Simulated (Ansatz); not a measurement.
Two members of one family (Series BH2X), computed with Ansatz in the gas phase. The two geometries come from different levels. Binding counts from free atoms in the multiplicity of their measured ground term, without zero-point energy. A dash marks a value that wasn't run or was left out as unsound. The structures are stationary points that may keep the symmetry of their start.

First: BH2(NCO) (singlet, charge 0, PBE-D4/def2-TZVP geometry).

| atom | x (Å) | y (Å) | z (Å) |
| --- | --- | --- | --- |
| B1 | -0.742 | 0.798 | -0.091 |
| H2 | -0.178 | 1.806 | -0.423 |
| H3 | -1.927 | 0.757 | 0.091 |
| N4 | 0.008 | -0.382 | 0.095 |
| C5 | 0.976 | -1.104 | 0.133 |
| O6 | 1.863 | -1.875 | 0.195 |

```tsv
level	HOMO (eV)	LUMO (eV)	gap (eV)	vertical IE (eV)	vertical triplet (eV)	binding per atom (eV)
PBE-D4/def2-SVP	-6.93	-2.84	4.08	–	–	4.88
r2SCAN-D4/def2-TZVP	-7.33	-2.61	4.72	10.58	3.96	4.62
PBE0-D4/def2-SVP	-8.32	-1.90	6.42	–	–	4.68
PBE0-D4/def2-TZVP	-8.41	-1.99	6.42	10.77	4.23	4.62
r2SCAN0-D4/def2-TZVP	-8.60	-1.77	6.83	–	–	4.47
```

Second: BH2Me (singlet, charge 0, r2SCAN-D4/def2-TZVP geometry).

Cartesian coordinates in Å:
```
B -0.058 -0.529 0.701
H -1.105 -0.676 1.266
H 0.863 -1.219 1.028
C 0.070 0.463 -0.481
H -0.222 -0.151 -1.353
H 1.081 0.812 -0.693
H -0.630 1.300 -0.468
```

Q: Estimate how these quantities change from the first to the second (second minus first).

A: 
```csv
level,Δ HOMO (eV),Δ LUMO (eV),Δ gap (eV),Δ vertical IE (eV),Δ vertical triplet (eV),Δ binding per atom (eV)
PBE-D4/def2-SVP,-0.54,0.69,1.24,–,–,-1.19
r2SCAN-D4/def2-TZVP,-0.56,0.83,1.39,0.90,1.02,-0.96
PBE0-D4/def2-SVP,-0.61,0.79,1.40,–,–,-1.01
PBE0-D4/def2-TZVP,-0.58,0.78,1.36,0.90,0.95,-0.96
r2SCAN0-D4/def2-TZVP,-0.60,0.85,1.44,–,–,-0.82
```
